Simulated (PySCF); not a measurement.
## A small calculation by hand: oscillator strength and radiative lifetime

C4H6OS, SMILES C=C1O[C@@H](C)S1.

Coordinates come from a B3LYP-D3(BJ)/def2-SVP optimisation. The structure was generated by enumeration; whether it is a known compound was not checked.

PySCF 2.14.0 with TDA-PBE/def2-SVPD puts the first singlet state with f over 0.02 at 5.71 eV (vertical), with the transition dipole (0.890, -0.432, -0.049) in atomic units.

Problem. Find the oscillator strength, the wavelength and the radiative lifetime that this transition would have in vacuum if emission retraced absorption.

Solution. 
|μ|² = 0.9811 au, so |μ| = 2.52 D. ΔE = 5.71/27.211 = 0.2098 hartree. f = (2/3) ΔE |μ|² = 0.137 (the program prints 0.137).
λ = 1239.84/5.71 = 217 nm; ν = 46054 cm⁻¹.
Einstein's coefficient A = 0.6670 ν² f s⁻¹ (ν in cm⁻¹) = 1.9e8 s⁻¹, so τ = 1/A = 5.2 ns. This state is S5; the lower singlets have f = 0.000, 0.003, 0.005, 0.013. The figure is the radiative limit of this one transition; relaxation, internal conversion, crossing to triplets and a medium change what is measured.
